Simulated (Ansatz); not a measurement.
`[CH3][GeH2][B](O)O`. The species carries charge 0 and has multiplicity 1.

```xyz
12

C    -0.137    0.113   -1.863
Ge    0.265   -0.808   -0.176
B    -0.065    0.419    1.487
O     0.920    1.178    2.039
O    -1.282    0.540    2.080
H     0.046   -0.549   -2.709
H     0.491    0.999   -1.970
H    -1.181    0.427   -1.885
H     1.737   -1.278   -0.219
H    -0.612   -2.080   -0.100
H     1.774    1.060    1.623
H    -1.956   -0.021    1.694
```

**Question.** What are the harmonic wavenumbers in cm⁻¹ at PBE0-D4/def2-TZVP (Ansatz, finite differences of forces, unscaled)? (Estimate.)

**Answer.** Computed: 11i, 110, 126, 191, 296, 417, 486, 498, 568, 577, 601, 613, 688, 844, 868, 878, 990, 1009, 1261, 1281, 1424, 1457, 1460, 2106, 2109, 3065, 3153, 3158, 3923, 3925.
